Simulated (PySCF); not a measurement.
Compound: C₂H₁₂Ge₂OSi.
Numbering: `[CH3:1][O:2][CH2:3][GeH2:4][GeH2:5][SiH3:6]` (hydrogens: H7, H8, H9 on C1; H10, H11 on C3; H12, H13 on Ge4; H14, H15 on Ge5; H16, H17, H18 on Si6)

Geometry (PBE0-D3(BJ)/def2-SVP, Å), atoms numbered from 1 in this order:
```xyz
18
C2H12Ge2OSi angstrom
C     -1.6787   -1.6004   -0.4099
O     -0.9416   -0.4884    0.0049
C     -1.1144   -0.1647    1.3597
Ge    -0.0025    1.4358    1.7234
Ge     1.2734    1.7373   -0.3108
Si     1.9137   -0.4258   -1.0758
H     -1.4590   -1.7714   -1.4729
H     -1.4042   -2.5087    0.1609
H     -2.7668   -1.4337   -0.2923
H     -2.1780    0.0477    1.5857
H     -0.8019   -1.0014    2.0156
H      0.9133    1.1685    2.9361
H     -0.9021    2.6415    2.0651
H      2.5067    2.6247   -0.0375
H      0.4067    2.4521   -1.3655
H      1.9654   -1.3817    0.0731
H      0.9626   -0.9336   -2.1082
H      3.2797   -0.3874   -1.6907
```

Computed, not measured: PySCF 2.14.0, density-fitted response routines, TDDFT wB97X-D/def2-SVPD, vertical, gas phase, core orbitals frozen in the response. Relativistic effects, spin–orbit coupling among them, are left out although an element past zinc is present.

Ground-to-excited transition dipoles (e·a0, same axes as the geometry; the sign carries no meaning), for the states with f of 0.002 or more among the lowest 7:

| state | E (hartree) | μx | μy | μz |
| --- | --- | --- | --- | --- |
| S1 | 0.2476 | 0.236 | -0.204 | -0.386 |
| S2 | 0.2520 | -0.802 | 0.545 | 1.162 |
| S3 | 0.2593 | -0.272 | -0.291 | 0.062 |
| S4 | 0.2656 | -0.001 | 0.463 | -0.032 |
| S5 | 0.2675 | -0.003 | 0.269 | -0.267 |
| S6 | 0.2737 | -0.341 | -0.299 | 0.489 |
| S7 | 0.2776 | 0.035 | -0.262 | 0.310 |

**Question.** Work out the oscillator strengths.

**Answer.** f = (2/3) ΔE |μ|² with ΔE in hartree (27.2114 eV).

| state | \|μ\|² (au) | \|μ\| (D) | f |
| --- | --- | --- | --- |
| S1 | 0.246 | 1.26 | 0.041 |
| S2 | 2.290 | 3.85 | 0.385 |
| S3 | 0.162 | 1.02 | 0.028 |
| S4 | 0.216 | 1.18 | 0.038 |
| S5 | 0.144 | 0.96 | 0.026 |
| S6 | 0.445 | 1.70 | 0.081 |
| S7 | 0.166 | 1.03 | 0.031 |

**Question.** What angle do the transition dipoles of S5 and S7 make?

**Answer.** |cos θ| = |μa·μb| / (|μa| |μb|) = 0.99, so θ ≈ 7° (taken between 0 and 90°, since the signs are arbitrary).

**Question.** How is the summed strength of these states shared among x, y and z?

**Answer.** (2/3) Σ ΔE μα² gives 0.151 for x, 0.151 for y and 0.326 for z, 0.629 in all.

**Question.** What peak molar absorption coefficient would the strongest computed level give as a lone Gaussian band 0.3 eV wide at half height?

**Answer.** ε(max) = 2.175×10⁸ f / FWHM, with the width in cm⁻¹. S2: 2.175×10⁸ × 0.3847 / 2420 ≈ 35000 L mol⁻¹ cm⁻¹.

All these states lie below the vertical ionisation energy of 9.28 eV (ΔSCF).

The run took 8.3 min wall on one thread of an Arm Neoverse V1, no GPU, shared host, and the process peaked at 1.4 GiB of memory.

One conformer stands for the species.

Without π bonds the low states may be Rydberg-like; a valence basis with one diffuse set may place them up to an eV too high.
